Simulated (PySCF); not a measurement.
Input for PySCF: R-HF/3-21G on GeH4Se (SMILES [GeH3][SeH]), a point of a bond scan (R = 1.383 Å).

```python
from pyscf import gto, scf, dft, mp
from pyscf.data.elements import chemcore

mol = gto.M(
    atom='''
    Ge   -1.09101478    0.39859550    0.13875590
    Se    1.11269607   -0.44681414   -0.15691432
    H    -1.28830379    1.51866598   -0.64844309
    H    -2.01228532   -0.74391991   -0.30936001
    H    -1.33949231    0.74448071    1.61542516
    H     1.74280898    0.79294562    0.32474253
    ''',
    basis='3-21g',
    charge=0, spin=0, verbose=3, max_memory=1800)
mf = scf.RHF(mol)
mf.conv_tol = 1e-8
mf.max_cycle = 100
mf.kernel()
if not mf.converged:
    mf = mf.newton().run(mf.mo_coeff, mf.mo_occ)
```

The log:

```
converged SCF energy = -4456.11258989952
```

Self-consistency was reached.

Cost: very roughly 0.4 core-seconds.
